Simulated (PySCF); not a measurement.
(1-methylcyclobutyl)silane (C₅H₁₂Si), SMILES C1CCC1(C)[SiH3]. Coordinates come from a PBE-D3(BJ)/def2-SVP optimisation.

Computed with PySCF with PBE-D3(BJ)/def2-SVP.

Harmonic wavenumbers (cm⁻¹): 134, 150, 187, 212, 234, 319, 323, 519, 609, 621, 640, 773, 775, 864, 883, 884, 910, 913, 942, 962, 967, 1021, 1101, 1130, 1154, 1169, 1203, 1215, 1231, 1244, 1338, 1401, 1403, 1413, 1415, 1434, 2147, 2157, 2158, 2944, 2967, 2971, 3001, 3023, 3025, 3026, 3044, 3062. Rotational constants (GHz): 3.623, 2.399, 1.944; symmetry number 1.

Q: Work out the zero-point energy and the ideal-gas rigid-rotor harmonic-oscillator thermochemistry at 298.15 K and 1 atm.

A: ZPE = ½ Σ hcν = ½ × 65219 cm⁻¹ = 93.24 kcal/mol. H − E(el) = 98.87 kcal/mol. Entropy in cal/(mol K): translation 39.73, rotation 27.34, vibration 18.21, total 85.28. G − E(el) = 73.44 kcal/mol. Cp = 32.67 cal/(mol K). Modes under 150 cm⁻¹ make the vibrational entropy uncertain.
